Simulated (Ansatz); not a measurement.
Cost and result for the atomization energy of C$_{4}$H$_{8}$Si (`CC=C=C[SiH3]`) (13 atoms, 12 bonds).

Cartesian coordinates in Å:
```
C -2.241 -0.288 0.825
C -0.839 -0.803 0.933
C 0.227 -0.124 0.619
C 1.285 0.547 0.262
Si 1.939 0.464 -1.478
H -2.735 -0.297 1.800
H -2.257 0.732 0.441
H -2.833 -0.917 0.155
H -0.700 -1.817 1.305
H 1.791 1.165 1.003
H 1.955 1.819 -2.094
H 1.073 -0.435 -2.281
H 3.336 -0.048 -1.489
```

Charge 0, multiplicity 1. All single points use the PBE0-D4/def2-TZVP geometry. Program: Ansatz. All runs use 4 threads of an INTEL XEON PLATINUM 8581C on a shared host. Times are those of one run each, without the atoms' runs, and a repeat can differ threefold. Electronic energies, without spin–orbit coupling; frozen cores. CCSD(T)/CBS adds CCSD(T) − MP2 in def2-TZVPP to the MP2 limit, and its time is that of the two runs behind it. T1 = 0.012. HSE06 is the plane-wave form, built on full-range PBE exchange.

CCSD(T)/CBS is a level of theory with its own doubt, some kJ/mol a heavy atom from the limit and from the frozen cores, so smaller differences don't rank the functionals.

```json
{"level": "BLYP-D4/def2-TZVPP", "functions": "278", "wall time": "1.1 s", "atomization (kcal/mol)": "1212.8", "difference from CCSD(T)/CBS": "1.7", "per bond": "0.1"}
{"level": "PBE0-D4/def2-TZVPP", "functions": "278", "wall time": "1.6 s", "atomization (kcal/mol)": "1220.4", "difference from CCSD(T)/CBS": "9.3", "per bond": "0.8"}
{"level": "BHLYP-D4/def2-TZVPP", "functions": "278", "wall time": "1.7 s", "atomization (kcal/mol)": "1187.8", "difference from CCSD(T)/CBS": "-23.3", "per bond": "-1.9"}
{"level": "HSE06-D4/def2-TZVPP", "functions": "278", "wall time": "1.9 s", "atomization (kcal/mol)": "1221.2", "difference from CCSD(T)/CBS": "10.1", "per bond": "0.8"}
{"level": "r2SCAN-D4/def2-TZVPP (with forces)", "functions": "278", "wall time": "2.3 s", "atomization (kcal/mol)": "1218.0", "difference from CCSD(T)/CBS": "6.9", "per bond": "0.6"}
{"level": "CCSD(T)/def2-SVP", "functions": "114", "wall time": "2.8 s", "atomization (kcal/mol)": "1160.1", "difference from CCSD(T)/CBS": "-51.0", "per bond": "-4.3"}
{"level": "B2PLYP/def2-TZVPP", "functions": "278", "wall time": "3.1 s", "atomization (kcal/mol)": "1203.3", "difference from CCSD(T)/CBS": "-7.8", "per bond": "-0.6"}
{"level": "B97M-V/def2-TZVPP", "functions": "278", "wall time": "3.7 s", "atomization (kcal/mol)": "1218.8", "difference from CCSD(T)/CBS": "7.7", "per bond": "0.6"}
{"level": "ωB97X-V/def2-TZVPP", "functions": "278", "wall time": "3.9 s", "atomization (kcal/mol)": "1214.6", "difference from CCSD(T)/CBS": "3.5", "per bond": "0.3"}
{"level": "ωB97M-V/def2-TZVPP (with forces)", "functions": "278", "wall time": "5.5 s", "atomization (kcal/mol)": "1216.1", "difference from CCSD(T)/CBS": "5.0", "per bond": "0.4"}
{"level": "MP2/def2-QZVPP", "functions": "538", "wall time": "16 s", "atomization (kcal/mol)": "1212.6", "difference from CCSD(T)/CBS": "1.5", "per bond": "0.1"}
{"level": "CCSD(T)/def2-TZVPP", "functions": "278", "wall time": "74 s", "atomization (kcal/mol)": "1183.9", "difference from CCSD(T)/CBS": "-27.2", "per bond": "-2.3"}
{"level": "CCSD(T)/CBS(def2)", "functions": "–", "wall time": "89 s", "atomization (kcal/mol)": "1211.1", "difference from CCSD(T)/CBS": "0.0", "per bond": "0.0"}
```

From BLYP to BHLYP (50 % exact exchange), in def2-TZVPP and without D4, the atomization energy moves by −19.1 kcal/mol: exact exchange takes away binding that semilocal exchange gives to molecules. At CCSD(T), def2-SVP lies −51.0 kcal/mol from the extrapolated value and def2-TZVPP −27.2 kcal/mol: correlation converges slowly with the basis, and small sets miss more of it in the bonded molecule than in its fragments. Leaving LDA and LC-ωPBE aside and taking each functional with its dispersion term where it has one, the values, not all of them listed here, spread over 49.4 kcal/mol, from BHLYP-D4 to PBE-D4. LDA lies +142.5 kcal/mol from PBE without D4, its usual overbinding.
